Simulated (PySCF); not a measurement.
**p-cresol: full NMR table**

| Quantity | Value |
| --- | --- |
| Formula | C7H8O |
| SMILES | Cc1ccc(O)cc1 |
| InChI | InChI=1S/C7H8O/c1-6-2-4-7(8)5-3-6/h2-5,8H,1H3 |
| Point group of the computed structure | C1 |
| Degrees of unsaturation | 4 |
| Carbon signals | 5 |
| Proton signals | 4 |

Structure with atom numbers: `[CH3:1][c:2]1[cH:3][cH:4][c:5]([OH:6])[cH:7][cH:8]1`. Hydrogens are named by the atom that carries them.

PySCF 2.14.0 with density-fitted response routines calculation with shielding tensors at PBE0/pcSseg-2 (GIAO) and coordinates at the PBE0-D3(BJ)/def2-TZVP level; a single conformation, relativity neglected, no solvent, averaged over atoms made equivalent by symmetry, fast rotation or ring inversion.

References, each an isolated molecule treated in the same way: TMS for ¹H and ¹³C; ¹⁷O vs H2O.

```tsv
carbon	δC, type	δH (multiplicity)	HMBC from (2–3 bonds)	span of the C tensor (ppm)
C1	23.1, CH3	2.34 (s)	H(C3)/H(C8)	48
C2	138.5, C	–	H(C3)/H(C8), H(C4)/H(C7), H(C1)	232
C3/C8	140.2, CH	7.37 (d)	H(C3)/H(C8), H(C4)/H(C7), H(C1)	221
C4/C7	121.9, CH	6.88 (d)	H(C3)/H(C8), H(C4)/H(C7)	185
C5	165.8, C	–	H(C3)/H(C8), H(C4)/H(C7)	191
```

Other nuclei:
| atoms | nucleus | environment | δ (ppm) | σ (ppm) |
| --- | --- | --- | --- | --- |
| H(O6) | ¹H | hydrogen on a phenol-type oxygen | 4.00 | 27.53 |
| O6 | ¹⁷O | phenol-type oxygen | 115.8 | 213.7 |

Carbon types of the structure: 2 × C, 4 × CH, 1 × CH3, leaving 1 H on heteroatoms. δC 165.8: aromatic carbon bearing oxygen; an ipso carbon deshielded by its heteroatom. δC 140.2, 121.9: aromatic CH. δC 138.5: substituted aromatic carbon. δH 7.37, 6.88: hydrogen on an aromatic CH. δH 4.00: hydrogen on a phenol-type oxygen; exchangeable, gas-phase position.

The OH or NH signal is concentration- and solvent-dependent in practice; the value given is the gas-phase one. Shifts are as computed. Against solution values, carbons near 30 ppm lie about +3 ppm off and those near 130 ppm about +9 ppm. Of 1309 compounds with measured shifts, 239 miss one by over three times the rms of a fit or turn the order of signals round; such compounds aren't used in these exercises. Experimental scales use liquid or dissolved standards, which lie at an offset from isolated H2O (liquid H2O: subtract about 36 ppm). Multiplicities follow the n + 1 count of equivalent neighbours, as no J values were calculated; m marks all less simple cases, F and P coupling included.
